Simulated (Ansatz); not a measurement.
A structure relaxed at PBE0-D4/def2-TZVPD in Ansatz, charge -1, doublet:

```xyz
4

B    -0.655   -0.252    0.376
B     0.655    0.253   -0.376
N     1.716    0.660   -0.987
N    -1.716   -0.661    0.987
```

Task: Give its formula and point group.

Result: the cluster B2N2⁻. Point group D∞h (tolerance 0.1 Å).

Task: Summarise the bond lengths by kind (pairs closer than 1.2 times the sum of covalent radii, bridged metal pairs left out).

Result: 2 × B–N 1.29 Å; 1 × B–B 1.59 Å.

Another isomer (doublet) lies 0.74 eV lower at PBE0-D4/def2-TZVPD; other spin states weren't run for this one.
